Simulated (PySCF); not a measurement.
Al(F)(OH)(SeH) (AlFH2OSe), SMILES [OH][Al]([F])[SeH]. Atoms are numbered in the order given.

```xyz
6

Al    -0.0299    -0.9806     0.0000
F     -1.4909    -1.7766     0.0000
O      1.4339    -1.8287     0.0000
H      1.5407    -2.7843     0.0000
Se    -0.0195     1.3186     0.0000
H      1.4577     1.3190     0.0000
```

Geometry optimised at B3LYP-D3(BJ)/def2-SVP. The values are those of a single conformer.

These are TDA-LC-ωPBE/def2-SVPD (PySCF) values and carry that method's errors.

Vertical excitations. Isolated molecule, no solvent. State labels are in the subgroup Cs.

Computed lowest excited states:
| state | symmetry | energy (eV) | λ (nm) | f | main pairs |
|---|---|---|---|---|---|
| S1 | A" | 5.87 | 211 | 0.048 | HOMO→LUMO 54 %, HOMO→LUMO+4 12 %, HOMO→LUMO+2 10 %, HOMO→LUMO+3 9 % |
| S2 | A" | 6.04 | 205 | 0.027 | HOMO→LUMO+2 48 %, HOMO→LUMO 25 %, HOMO→LUMO+3 9 % |
| S3 | A' | 6.98 | 178 | 0.037 | HOMO→LUMO+1 68 %, HOMO→LUMO+6 10 % |
| S4 | A' | 7.84 | 158 | 0.193 | HOMO−1→LUMO 49 %, HOMO−1→LUMO+2 31 % |
| S5 | A" | 7.93 | 156 | 0.032 | HOMO−2→LUMO 50 %, HOMO→LUMO+8 10 % |
| S6 | A" | 8.03 | 154 | 0.034 | HOMO→LUMO+8 25 %, HOMO→LUMO+3 19 %, HOMO−2→LUMO 11 %, HOMO→LUMO+10 10 % |
| S7 | A" | 8.19 | 151 | 0.008 | HOMO→LUMO+3 38 %, HOMO→LUMO+2 19 %, HOMO−2→LUMO 10 %, HOMO→LUMO+8 7 % |
| S8 | A' | 8.34 | 149 | 0.041 | HOMO−3→LUMO 65 % |
| S9 | A" | 8.40 | 148 | 0.012 | HOMO→LUMO+4 45 %, HOMO−1→LUMO+1 17 %, HOMO→LUMO+3 13 %, HOMO→LUMO+5 9 % |
| S10 | A" | 8.41 | 147 | 0.004 | HOMO−1→LUMO+1 44 %, HOMO→LUMO+4 16 % |
| T1 | A" | 5.38 | 230 | 0 | HOMO→LUMO+2 31 %, HOMO→LUMO 20 %, HOMO→LUMO+4 19 %, HOMO→LUMO+3 15 % |
| T2 | A" | 5.51 | 225 | 0 | HOMO→LUMO 52 %, HOMO→LUMO+2 25 % |
| T3 | A' | 6.05 | 205 | 0 | HOMO→LUMO+1 74 % |
| T4 | A' | 6.89 | 180 | 0 | HOMO−1→LUMO 29 %, HOMO−1→LUMO+2 18 %, HOMO−1→LUMO+4 15 %, HOMO−1→LUMO+3 12 % |
Triplets are in the Tamm–Dancoff approximation.
